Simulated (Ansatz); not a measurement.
**Which method gave which barrier?**

Saddle point of SiH4BrCl, closed shell (SiH₃Cl ([SiH3][Cl]) + HBr → SiH₂BrCl ([Cl][SiH2][Br]) + H₂; bonds formed: Si1–Br7, H2–H6; bonds broken: Si1–H2, H6–Br7), PBE0-D4/def2-TZVP structure:

```xyz
7
angstrom
Si -0.4164 -0.0697 0.2426
H 0.4751 -0.2893 -1.1774
H -0.0951 -1.0245 1.3061
H -1.0217 1.2581 0.3710
Cl -1.8737 -1.1056 -0.8420
H 1.0762 0.1545 -0.6897
Br 1.8557 1.0766 0.7895
```

Program: Ansatz 0.2.0. Basis: def2-TZVPP, with def2-QZVPP for the basis limit. Cores are frozen in the correlated methods. Filled d shells of the heavier atoms are correlated. The def2 sets are not built for correlating such inner shells, so the correlated values are less sure here. Extrapolation: Hartree–Fock as exp(−7.88 √X), correlation as X^−2.97. Four methods, as single points on the PBE0-D4 structures, gave these electronic barriers from the start structure: 80.3, 116.4, 152.3, 200.1 kJ/mol.

(1) The methods were, in alphabetical order, CCSD(T), HF, r2SCAN-D4, SPW92. Which gave which? (A judgement: the text doesn't fix the answer.)

T1 diagnostic: at most 0.010.

## Answers

(1) The calculation gives: SPW92 80.3; r2SCAN-D4 116.4; CCSD(T) 152.3; HF 200.1 kJ/mol. For comparison, CCSD(T) at an estimated basis limit (MP2 extrapolated from triple and quadruple zeta, plus CCSD(T) − MP2 in triple zeta) gives 141.5 kJ/mol.

Labels in which every atom is bracketed show which atoms are joined, not bond orders.

For scale, one of the runs: CCSD(T)/def2-TZVPP, 188 basis functions, launched by `ansatz run in.yaml --threads 4 --pin off --events-out ev --progress --plain --max-ram 9574MiB`. Time: 38 s of wall clock on 4 CPU threads of an Arm Neoverse V2; the host was shared. Peak host memory: 1.9 GiB.
